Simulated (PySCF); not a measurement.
C2H6Mg, SMILES [CH3][Mg][CH3] (connectivity only; charge and spin as stated), charge +1, multiplicity 2. Atoms are numbered in the order given.

```xyz
9

Mg     0.0000     0.0000     0.0000
C      0.0000     0.0000    -2.1732
H      0.9192     0.5248    -2.4212
H     -0.9141     0.5336    -2.4212
H     -0.0051    -1.0585    -2.4212
C      0.0000     0.0000     2.1732
H      0.9192    -0.5248     2.4212
H     -0.9141    -0.5336     2.4212
H     -0.0051     1.0585     2.4212
```
Charge +1, spin multiplicity 2.

The structure is a stationary point at B3LYP-D3(BJ)/def2-TZVP. The spin state was assumed, not searched. The isomer is the one that the SMILES or the coordinates give; other isomers of the formula were not compared.

Level of theory: PySCF with r2SCAN/def2-TZVPD.

Mulliken values depend strongly on the basis, most of all with diffuse functions as here. Atomic charges (e):

| atom | Mulliken | meta-Löwdin | Mulliken spin |
|---|---|---|---|
| Mg1 | 0.89 | [?] | -0.02 |
| C2 | -0.90 | [?] | 0.57 |
| H3 | 0.32 | [?] | -0.02 |
| H4 | 0.32 | [?] | -0.02 |
| H5 | 0.32 | [?] | -0.02 |
| C6 | -0.90 | [?] | 0.57 |
| H7 | 0.32 | [?] | -0.02 |
| H8 | 0.32 | [?] | -0.02 |
| H9 | 0.32 | [?] | -0.02 |

Q: Complete the blanks. (An estimate is asked for; the answer gives what the named calculation found.)

A: 
- Mg1, meta-Löwdin: 1.26
- C2, meta-Löwdin: -0.62
- H3, meta-Löwdin: 0.16
- H4, meta-Löwdin: 0.16
- H5, meta-Löwdin: 0.16
- C6, meta-Löwdin: -0.62
- H7, meta-Löwdin: 0.16
- H8, meta-Löwdin: 0.16
- H9, meta-Löwdin: 0.16
